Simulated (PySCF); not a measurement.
SiHFCl₂, SMILES F[SiH](Cl)Cl.

Geometry: ωB97X-D3(BJ)/def2-SVP.

The numbers are results of TDA-PBE0/def2-SVPD (PySCF), not measurements.

Vertical excitations. Gas-phase values at a fixed geometry. State labels are in the subgroup Cs.

| state | symmetry | energy (eV) | λ (nm) | f | main pairs |
|---|---|---|---|---|---|
| S1 | A" | 8.21 | 151 | 0.035 | HOMO→LUMO 85 % |
| S2 | A" | 8.36 | 148 | 0.001 | HOMO−2→LUMO 95 % |
| S3 | A' | 8.39 | 148 | 0.047 | HOMO−1→LUMO 90 % |
| S4 | A" | 8.45 | 147 | 0.000 | HOMO→LUMO+1 87 % |
| S5 | A' | 8.63 | 144 | 0.043 | HOMO−1→LUMO+1 54 %, HOMO→LUMO+2 33 % |
| S6 | A" | 8.74 | 142 | 0.000 | HOMO−2→LUMO+1 46 %, HOMO−1→LUMO+2 44 % |
| S7 | A' | 8.80 | 141 | 0.039 | HOMO→LUMO+2 42 %, HOMO−1→LUMO+1 32 %, HOMO−3→LUMO 17 % |
| S8 | A' | 8.96 | 138 | 0.001 | HOMO−3→LUMO 76 %, HOMO→LUMO+2 17 % |
| S9 | A' | 9.03 | 137 | 0.015 | HOMO−2→LUMO+2 84 % |
| S10 | A" | 9.19 | 135 | 0.011 | HOMO→LUMO+3 54 %, HOMO−1→LUMO+2 20 %, HOMO−2→LUMO+1 17 % |
| T1 | A" | 7.59 | 163 | 0 | HOMO→LUMO 91 % |
| T2 | A' | 7.73 | 160 | 0 | HOMO−1→LUMO 91 % |
| T3 | A" | 7.89 | 157 | 0 | HOMO−2→LUMO 76 %, HOMO−1→LUMO+2 12 % |
| T4 | A' | 8.18 | 151 | 0 | HOMO→LUMO+2 38 %, HOMO−3→LUMO 27 %, HOMO−1→LUMO+1 24 % |
Triplets are in the Tamm–Dancoff approximation.
